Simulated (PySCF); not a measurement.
Spin-rotation constants: `CC#C[Si@@H](O)N([SiH3])[SiH3]`, C$_{3}$H$_{11}$NOSi$_{3}$

Geometry (Å), atoms numbered from 1 in this order:
```xyz
19

C     3.8390   -0.3718    0.7479
C     2.4431    0.0047    0.7943
C     1.2773    0.3066    0.8116
Si   -0.5083    0.7693    0.9162
O    -0.6974    2.3819    0.8390
N    -1.3579   -0.0302   -0.3914
Si   -0.8584   -1.6219   -0.8938
Si   -2.9346    0.5714   -0.8220
H     4.4653    0.5154    0.6560
H     4.1099   -0.9041    1.6594
H     4.0191   -1.0232   -0.1073
H    -1.0856    0.4709    2.2224
H    -0.4810    2.8571    0.0415
H    -1.5518   -1.9206   -2.1460
H    -1.2067   -2.6140    0.1303
H     0.5872   -1.6019   -1.1027
H    -3.9438    0.1252    0.1453
H    -2.8867    2.0337   -0.8557
H    -3.2385    0.0606   -2.1580
```

Method used: PySCF, GIAO B3LYP/6-31G magnetisability, rotational g tensor and spin-rotation constants, non-relativistic, gas phase. Geometry: GFN2-xTB.

Give the nuclear spin-rotation constants along the inertial axes (H = +C I·J) beside the isotropic shieldings.

Rotational constants 1.7787, 0.7054, 0.5309 GHz. A star marks the isotopologue with that one atom substituted, in its own axes.
```csv
atom,isotope,Caa (kHz),Cbb (kHz),Ccc (kHz),mean (kHz),σ (ppm)
N6,14N,0.058,0.019,0.009,0.028,269.2
H9,1H,-0.152,-0.043,-0.037,-0.077,31.1
H10,1H,-0.146,-0.082,-0.010,-0.079,31.1
H11,1H,-0.213,-0.006,-0.047,-0.088,31.1
H12,1H,-0.157,-0.063,0.018,-0.068,27.9
H13,1H,-0.265,-0.093,0.002,-0.119,32.4
H14,1H,-0.064,-0.043,-0.036,-0.048,28.8
H15,1H,-0.166,-0.064,0.014,-0.072,28.6
H16,1H,0.034,-0.067,-0.039,-0.024,28.1
H17,1H,-0.129,-0.066,0.005,-0.064,28.5
H18,1H,-0.179,0.006,-0.035,-0.070,28.5
H19,1H,-0.138,-0.021,-0.031,-0.063,28.8
C1,13C*,0.178,0.076,0.058,0.104,191.4
C2,13C*,0.144,0.233,0.184,0.187,95.5
C3,13C*,0.114,0.201,0.157,0.157,121.7
Si4,29Si*,-0.926,-0.339,-0.273,-0.513,454.8
O5,17O*,-0.134,-0.078,-0.035,-0.082,294.4
Si7,29Si*,-0.908,-0.301,-0.289,-0.499,463.2
```
For the geometry as given, no vibrational averaging.
